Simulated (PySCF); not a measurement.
A structure optimised at PBE0-D3(BJ)/def2-TZVP, used in a PySCF frequency run:

```
P
H 1 1.4040
H 1 1.4040 2 105.11
H 1 1.4040 2 105.11 3 -110.65
Si 1 2.3081 2 113.54 3 124.68
H 5 1.4751 1 102.08 2 -60.00
H 5 1.4751 6 115.74 1 -109.93
H 5 1.4751 6 115.74 7 -140.14
```
Charge +1, spin multiplicity 1.

Q: Write its SMILES, formula and point group.

A: [SiH3][PH3+], H6PSi, C3v

Q: What are its rotational constants (standard atomic weights)?

A: 44.719, 5.0838, 5.0838 GHz
